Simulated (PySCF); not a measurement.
A PySCF script (with the pyscf-properties extension) for the NMR shieldings of `C#C[Si@@H]1C=C(COC)[SiH2]O1`, C6H10O2Si2, on a GFN2-xTB geometry:

```python
import basis_set_exchange as bse
import numpy as np
from pyscf import gto, dft
from pyscf.prop import nmr

atoms = """
C     4.677773    0.044703    0.896050
C     3.805230    0.038433    0.069520
Si    2.478391    0.050641   -1.221127
C     0.979901    1.069846   -0.697195
C    -0.112060    0.320534   -0.539737
C    -1.463966    0.798614   -0.133358
O    -2.322838   -0.318578   -0.167221
C    -3.632378   -0.040523    0.247569
Si    0.141845   -1.523234   -0.874215
O     1.738450   -1.415482   -1.261064
H     5.439228    0.043413    1.622584
H     3.003213    0.308807   -2.558764
H     0.975733    2.139927   -0.536024
H    -1.832548    1.585876   -0.813895
H    -1.438816    1.227853    0.883228
H    -4.187804   -0.973202    0.174586
H    -4.102660    0.716054   -0.394317
H    -3.655447    0.317605    1.285405
H    -0.538108   -2.016145   -2.063664
H     0.041713   -2.364463    0.310557
"""
names = dict.fromkeys(["C", "Si", "O", "H"], "pcSseg-1")
basis = {el: gto.basis.parse(bse.get_basis(n, elements=[el], fmt="nwchem")) for el, n in names.items()}
mol = gto.M(atom=atoms, basis=basis, charge=0, verbose=0)
mf = dft.RKS(mol, xc="PBE0")
mf.grids.level = 2
mf.grids.alignment = dft.numint.BLKSIZE   # the property module wants whole blocks of grid points
mf.conv_tol = 1e-9
mf.kernel()

calc = nmr.RKS(mf)   # GIAO
C = mf.mo_coeff
Co = C[:, mf.mo_occ > 0]
resp = mf.gen_response(singlet=True, hermi=2)
def vind(x):   # induced exchange potential for any number of trial vectors
    d = np.einsum("pi,xij,qj->xpq", C, 2 * x.reshape(-1, C.shape[1], Co.shape[1]), Co, optimize=True)
    return np.einsum("xpq,pi,qj->xij", resp(d - d.transpose(0, 2, 1)), C, Co, optimize=True).ravel()
mo1, _ = nmr.rhf.solve_mo1(calc, with_cphf=vind)
sigma = calc.kernel(mo1)
for i, s in enumerate(sigma):   # ppm
    w = np.linalg.eigvalsh((s + s.T) / 2)
    print("%2d %-2s iso %8.1f  s11 %8.1f  s22 %8.1f  s33 %8.1f" % (i, mol.atom_pure_symbol(i), w.mean(), *w))
```

Q: What does it print?

A: 
```
 0 C  iso     85.2  s11      3.5  s22      6.2  s33    245.8
 1 C  iso     97.0  s11     -1.6  s22      2.4  s33    290.1
 2 Si iso    375.1  s11    308.5  s22    375.7  s33    441.3
 3 C  iso     44.2  s11    -59.9  s22     26.1  s33    166.5
 4 C  iso      8.0  s11    -93.4  s22    -16.1  s33    133.6
 5 C  iso    106.0  s11     73.4  s22     91.8  s33    152.9
 6 O  iso    313.3  s11    256.8  s22    332.2  s33    351.0
 7 C  iso    126.3  s11     96.7  s22     98.5  s33    183.7
 8 Si iso    365.6  s11    315.6  s22    348.1  s33    433.0
 9 O  iso    300.9  s11    243.4  s22    319.6  s33    339.6
10 H  iso     29.8  s11     24.8  s22     24.9  s33     39.6
11 H  iso     26.3  s11     22.6  s22     24.2  s33     32.1
12 H  iso     25.1  s11     22.6  s22     25.1  s33     27.5
13 H  iso     27.2  s11     23.5  s22     27.2  s33     30.9
14 H  iso     27.2  s11     23.7  s22     27.2  s33     30.8
15 H  iso     27.9  s11     23.7  s22     25.6  s33     34.2
16 H  iso     28.3  s11     24.7  s22     25.8  s33     34.5
17 H  iso     28.3  s11     24.7  s22     26.0  s33     34.3
18 H  iso     26.5  s11     22.1  s22     25.8  s33     31.5
19 H  iso     26.4  s11     22.2  s22     25.8  s33     31.2
```

These numbers come from an equivalent density-fitted implementation of the same equations, which agrees with the script to about 0.01 ppm for H and up to a few tenths of a ppm for heavy atoms, so last digits may differ.

Q: Turn these shieldings into chemical shifts. References, each an isolated molecule treated in the same way: 13C (σref 186.93) and 29Si (σref 349.16) and 1H (σref 31.72) vs TMS; 17O (σref 336.08) vs H2O.

A: Averaging equivalent atoms: C 4: 178.9; C 3: 142.7; C 0: 101.7; C 1: 89.9; C 5: 80.9; C 7: 60.6; Si 8: -16.4; Si 2: -26.0; O 9: 35.2; O 6: 22.8; H 12: 6.66; H 11: 5.39; H 19: 5.33; H 18: 5.26; H 13: 4.54; H 14: 4.49; H 15/16/17: 3.54; H 10: 1.95 ppm. Experimental scales use liquid or dissolved standards, which lie at an offset from isolated H2O (liquid H2O: subtract about 36 ppm).

Size and cost of the density-fitted run: 234 basis functions, 92 s wall time on 1 thread of an Arm Neoverse N1, shared host; peak memory 1.1 GiB.
